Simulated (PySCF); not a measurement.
**Cost of excited-state runs on SMILES C#C/C(F)=C\C(F)(F)F, C$_{5}$H$_{2}$F$_{4}$**

Cartesian coordinates in Å; atom numbers follow the order of the lines, from 1:
```xyz
11

C     2.399   -0.614   -0.274
C     1.490    0.151   -0.102
C     0.438    1.071    0.102
F     0.817    2.332    0.336
C    -0.863    0.770    0.080
C    -1.335   -0.623   -0.172
F    -0.884   -1.502    0.741
F    -2.670   -0.701   -0.149
F    -0.944   -1.100   -1.368
H     3.180   -1.299   -0.426
H    -1.621    1.518    0.246
```

PySCF with density fitting, on 1 thread of an AMD EPYC 9R14, shared host. Command: `OMP_NUM_THREADS=1 python excited_run.py task.json out`

Q: How long does each of these runs take, and how much memory?
- magnetisability and related constants, B3LYP/pcSseg-1; writes grids
- magnetisability and related constants, HF/pcSseg-1; usual settings

A: 
```tsv
run	level	basis functions	wall time	peak memory (GiB)
magnetisability and related constants	B3LYP/pcSseg-1	163	20 s	0.74
magnetisability and related constants	HF/pcSseg-1	163	9 s	0.79
```
Times from a shared host are rough.
